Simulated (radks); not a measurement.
Effect of the nuclear size on neutral praseodymium, [Xe] 4f3 6s2. Calculated with a radial shooting solver on a logarithmic mesh with Libxc functionals: Dirac Kohn-Sham, BLYP, spin-unpolarised, spherical densities, finite nucleus; open shells are shared between the two j in proportion to 2j + 1; Fermi nuclear charge, rms radius 4.8919 fm. The rms radius is varied about that value; shifts are against it.

| rms radius (fm) | total energy shift (eV) | density at nucleus (e/bohr^3) | 1s1/2 shift (meV) | 2s1/2 shift (meV) | 5s1/2 shift (meV) | 5p1/2 shift (meV) | 6s1/2 shift (meV) | 6p1/2 (empty) shift (meV) | 4f7/2 shift (meV) |
|---|---|---|---|---|---|---|---|---|---|
| 4.0114 | -3.84 | 4.353e+05 | -1590 | -197 | -1.41 | 0.205 | -0.072 | 0.055 | 0.305 |
| 4.569 | -1.48 | 4.232e+05 | -613 | -75.7 | -0.541 | 0.079 | -0.028 | 0.021 | 0.117 |
| 4.8919 | 0 | 4.171e+05 | 0.000 | 0.000 | 0.000 | 0.000 | 0.000 | 0.000 | 0.000 |
| 5.2833 | 1.90 | 4.102e+05 | 787 | 97.1 | 0.694 | -0.101 | 0.036 | -0.027 | -0.151 |
| 5.8311 | 4.74 | 4.016e+05 | 1970 | 243 | 1.73 | -0.253 | 0.089 | -0.068 | -0.377 |

Slopes of the eigenvalues against <r^2> in GHz/fm^2, as finite differences over the two radii next to the reference (eigenvalue slopes, not the field-shift constants of lines): 1s1/2 48100, 2s1/2 5940, 5s1/2 42.4, 5p1/2 -6.18, 6s1/2 2.18, 6p1/2 (empty) -1.67, 4f7/2 -9.20.
